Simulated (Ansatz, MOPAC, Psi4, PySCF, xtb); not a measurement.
Noncovalent pair: ammonia borane (SMILES [BH3-][NH3+]) (first 8 atoms) with C2H4 (SMILES C=C); geometry from B3LYP-D3(BJ)/def2-TZVP, rigid monomers moved along the line of their centres of mass till H8···C10 is 4.40 Å.
(charge 0, multiplicity 1):
```xyz
14

B     -0.929     0.290     0.298
N      0.632    -0.167     0.570
H     -1.044     1.366     0.839
H     -1.607    -0.574     0.808
H     -1.049     0.344    -0.903
H      1.284     0.504     0.174
H      0.826    -1.072     0.153
H      0.812    -0.233     1.572
C      0.375     0.568     5.886
C     -0.020    -0.699     5.871
H      1.205     0.899     6.498
H     -0.133     1.320     5.292
H     -0.860    -1.018     5.265
H      0.473    -1.456     6.471
```

Monomers are frozen at their geometry in the pair; levels with a basis set take the counterpoise correction. Rows marked so take none.

Frozen-core correlation. Rows in 6-311+G**, 6-31G* carry no dispersion term and start afresh at each structure (6-31G* with six Cartesian d functions). MP2/6-31G* freezes PySCF's default core. The state reached by PM6 isn't checked.

Run with Ansatz (Gaussian orbitals); MOPAC for PM6 (differences of heats of formation); Psi4 for SAPT; PySCF for 6-311+G** rows, 6-31G* rows, the dispersion terms; xtb for the GFN methods. Values without a source in brackets are computed.

| level | interaction energy (kcal/mol) |
|---|---|
| GFN-FF | -0.10 |
| PM6 | -0.34 |
| HF/6-31G* (no counterpoise) | -0.66 |
| PBE-D4/def2-TZVPPD | -0.85 |
| B3LYP/6-31G* (no counterpoise) | -0.57 |
| B3LYP/6-311+G** (no counterpoise) | -0.58 |
| B3LYP-D3(BJ)/def2-TZVPPD | ? |
| MP2/6-31G* (no counterpoise) | ? |
| SAPT0/jun-cc-pV(D+d)Z | -0.82 |

Task: Some entries are withheld; supply them.

Result: 
- B3LYP-D3(BJ)/def2-TZVPPD, interaction energy (kcal/mol): -0.78
- MP2/6-31G* (no counterpoise), interaction energy (kcal/mol): -0.71

Ansatz is a first-principles code.
